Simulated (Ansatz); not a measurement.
Ansatz (a quantum-chemistry and plane-wave program) input (r2SCAN0/def2-TZVPD):

Ansatz 0.2 input:
```yaml
crystal:
  periodic: [false, false, false]
  atoms:
    - {symbol: Si, position_ang: [-0.01221214, 0.16413054, 0.10807919]}
    - {symbol: C, position_ang: [-1.81395761, 0.46224220, 0.16841208]}
    - {symbol: O, position_ang: [0.28904097, -1.34986257, -0.87544436]}
    - {symbol: O, position_ang: [0.88013089, 1.10961496, -0.83785997]}
    - {symbol: O, position_ang: [0.70571339, -0.40979320, 1.42712305]}
    - {symbol: H, position_ang: [-2.33473218, -0.37264987, 0.64004459]}
    - {symbol: H, position_ang: [-2.22231373, 0.61162051, -0.83240560]}
    - {symbol: H, position_ang: [-2.02684818, 1.36105086, 0.75319029]}
    - {symbol: H, position_ang: [0.74102939, -1.24005866, -1.73050326]}
    - {symbol: H, position_ang: [0.73982066, 2.04674066, -1.00043829]}
    - {symbol: H, position_ang: [0.52212092, -0.15313890, 2.33521873]}
    - {symbol: H, position_ang: [0.63655658, -2.12451906, -0.39923718]}
basis:
  gaussian:
    orbitals: def2-TZVPD
hamiltonian:
  xc: {name: r2SCAN0}
total_charge: 1
output: {forces: true}
```

End of the output:

```
integrals: 0.22 GiB planned
1379 factors; their error is unknown
mean field: 1.91 GiB planned
mean field evaluation 1: about -15144.7326 eV, gradient 1.1e2 eV
mean field evaluation 2: about -15133.3130 eV, gradient 1.4e2 eV
mean field evaluation 4: about -15164.9882 eV, gradient 5.4e0 eV
mean field evaluation 8: about -15165.0601 eV, gradient 4.5e-1 eV
mean field evaluation 16: about -15165.0604 eV, gradient 5.4e-5 eV
mean field -15165.06036587 eV, -557.3056891987 hartree, gradient 5.0e-6 eV, S^2 0.000000; 0 other end points of the search recorded, 0 dependent functions left out
the calculation of the forces begins
reference -15165.06038174 eV, -557.3056897817 hartree; 25, 25 occupied and 238, 238 virtual orbitals, 1379 factors
Total energy: -15165.06038174 eV, -557.3056897817 hartree
Atom 0 at    -0.012212     0.164131     0.108079 Å, force     0.232708    -0.123564    -0.063915 eV/Å
Atom 1 at    -1.813958     0.462242     0.168412 Å, force     0.125440    -0.023449    -0.005770 eV/Å
Atom 2 at     0.289041    -1.349863    -0.875444 Å, force     0.182428     0.067541     0.059115 eV/Å
Atom 3 at     0.880131     1.109615    -0.837860 Å, force    -0.275230     0.028171     0.208470 eV/Å
Atom 4 at     0.705713    -0.409793     1.427123 Å, force    -0.239339     0.234485    -0.081452 eV/Å
Atom 5 at    -2.334732    -0.372650     0.640045 Å, force     0.063209     0.088548    -0.044574 eV/Å
Atom 6 at    -2.222314     0.611621    -0.832406 Å, force     0.051754    -0.011318     0.104825 eV/Å
Atom 7 at    -2.026848     1.361051     0.753190 Å, force     0.026175    -0.094345    -0.061053 eV/Å
Atom 8 at     0.741029    -1.240059    -1.730503 Å, force    -0.140096    -0.041991     0.315116 eV/Å
Atom 9 at     0.739821     2.046741    -1.000438 Å, force     0.028673    -0.333150     0.073875 eV/Å
Atom 10 at     0.522121    -0.153139     2.335219 Å, force     0.045814    -0.073951    -0.330738 eV/Å
Atom 11 at     0.636557    -2.124519    -0.399237 Å, force    -0.101535     0.283023    -0.173900 eV/Å
Dipole moment:    -0.093201    -0.270165    -0.193892 e Å
```

It need not be the lowest isomer of its formula.
